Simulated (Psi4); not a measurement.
Psi4 input (wB97X-D/6-311+G**):

```
memory 1500 MB

molecule {
1 2
Al   -0.00000000   -0.00000000   -0.53575000
O    -0.00000000   -0.00000000   -2.24291900
Cl    0.00000000    0.00000000    1.46518300
symmetry c1
no_reorient
no_com
}

set {
  basis 6-311+G**
  reference uks
  scf_type pk
  dft_radial_points 99
  dft_spherical_points 590
  e_convergence 1e-8
  d_convergence 1e-7
  maxiter 150
}

e = energy('wb97x-d')
print_out(f'\nFINAL {e:.10f} DIPOLE {variable("CURRENT DIPOLE")[0]:.6f} {variable("CURRENT DIPOLE")[1]:.6f} {variable("CURRENT DIPOLE")[2]:.6f}\n')
```

From the output:

```
              A
    DOCC [    18 ]
    SOCC [     1 ]
    NA   [    19 ]
    NB   [    18 ]

  @UKS Final Energy:  -777.53215354683050

   => Energetics <=

    Nuclear Repulsion Energy =            110.0924030308032400
    One-Electron Energy =               -1285.3846646181800679
    Two-Electron Energy =                 437.8818722438555255
    DFT Exchange-Correlation Energy =     -40.1215438166661258
    Empirical Dispersion Energy =          -0.0002203866431933
    VV10 Nonlocal Energy =                  0.0000000000000000
    Total Energy =                       -777.5321535468305001

  UHF NO Occupations:
  HONO-2 :   17  A 1.9992539
  HONO-1 :   18  A 1.9991121
  HONO-0 :   19  A 1.0000000
  LUNO+0 :   20  A 0.0008879
  LUNO+1 :   21  A 0.0007461
  LUNO+2 :   22  A 0.0004652
  LUNO+3 :   23  A 0.0000204

Computation Completed

Properties will be evaluated at   0.000000,   0.000000,   0.000000 [a0]

Properties computed using the SCF density matrix

 Multipole Moments:

 ------------------------------------------------------------------------------------
     Multipole            Electronic (a.u.)      Nuclear  (a.u.)        Total (a.u.)
 ------------------------------------------------------------------------------------

 L = 1.  Multiply by 2.5417464519 to convert [e a0] to [Debye]
 Dipole X            :         -0.0000000            0.0000000           -0.0000000
 Dipole Y            :          0.0000000            0.0000000            0.0000000
 Dipole Z            :         -0.3905559            0.0000170           -0.3905389
 Magnitude           :                                                    0.3905389

 ------------------------------------------------------------------------------------

FINAL -777.5321535468 DIPOLE -0.000000 0.000000 -0.390539

*** Psi4 exiting successfully. Buy a developer a beer!
```

The dipole moment of an ion depends on the origin.

The geometry given is a B3LYP-D3(BJ)/def2-TZVP minimum.
